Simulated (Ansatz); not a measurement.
Mulliken charges of `[CH3][W](=[NH])(=[NH])[Cl]` from r2SCAN/def2-TZVPP in Ansatz (PBE0-D4/def2-TZVP geometry).

| atom | x (Å) | y (Å) | z (Å) | charge (e) |
| --- | --- | --- | --- | --- |
| C1 | -1.460 | 0.075 | -0.356 | -0.407 |
| W2 | 0.575 | 0.373 | 0.121 | 0.940 |
| N3 | 0.738 | -0.394 | 1.677 | -0.431 |
| N4 | 1.411 | -0.512 | -1.127 | -0.431 |
| Cl5 | 1.156 | 2.590 | 0.167 | -0.299 |
| H6 | -1.743 | -0.978 | -0.380 | 0.091 |
| H7 | -2.072 | 0.582 | 0.397 | 0.089 |
| H8 | -1.654 | 0.509 | -1.342 | 0.089 |
| H9 | 1.108 | -1.068 | 2.330 | 0.179 |
| H10 | 2.024 | -1.228 | -1.484 | 0.179 |

Task: By hand: the dipole of these point charges (1 e Å = 4.8032 D).

Result: Σ q r = (-0.067, -0.467, 0.004) e Å, of length 0.472 e Å = 2.27 D.

Task: How does the dipole of the full density compare? (An estimate is asked.)

Result: Computed: (-0.038, -0.446, 0.010) e Å, 2.15 D; the point charges give 1.06 times that, at 3° from its direction.

Point charges leave out the atoms' own dipoles, such as those of lone pairs, and Mulliken's split depends on the basis, so the close match here is no proof of good charges.
